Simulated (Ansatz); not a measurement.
One change: `FC(F)=C(F)Br` becomes `FC(F)=C(F)C(F)(F)F`.

Ansatz, PBE0-D4/def2-TZVP geometries, multiplicity 1. 

Scalar relativity is left out up to krypton. Spin–orbit coupling is left out; it splits and shifts lone-pair levels of the heavy atoms by tenths of an eV.

```
                               property  `FC(F)=C(F)Br`
     LUMO energy (PBE0/def2-TZVPP) / eV           -0.36
      HOMO energy (PBE/def2-TZVPP) / eV           -6.04
HOMO–LUMO gap (ωB97M-V/def2-TZVPP) / eV           11.41
    HOMO–LUMO gap (PBE/def2-TZVPP) / eV            4.64
     HOMO energy (PBE0/def2-TZVPP) / eV           -7.38
  LUMO energy (ωB97M-V/def2-TZVPP) / eV            1.84
```

Q: What does the change do to each property? (Estimate.)

A: Ansatz gave: 
| property | `FC(F)=C(F)C(F)(F)F` | shift |
| --- | --- | --- |
| LUMO energy (PBE0/def2-TZVPP) / eV | -0.44 | -0.08 |
| HOMO energy (PBE/def2-TZVPP) / eV | -6.82 | -0.78 |
| HOMO–LUMO gap (ωB97M-V/def2-TZVPP) / eV | 12.43 | 1.02 |
| HOMO–LUMO gap (PBE/def2-TZVPP) / eV | 5.40 | 0.76 |
| HOMO energy (PBE0/def2-TZVPP) / eV | -8.30 | -0.92 |
| LUMO energy (ωB97M-V/def2-TZVPP) / eV | 1.86 | 0.02 |

With PBE0 the HOMO falls by 0.92 eV and the LUMO falls by 0.08 eV, so the gap widens by about 0.84 eV. PBE moves the HOMO by -0.78 eV and ωB97M-V by -1.01 eV. The zero-point energy changes by 39.4 kJ/mol with +9 modes.

Positive LUMOs are unbound, so they and the gaps depend on the basis.
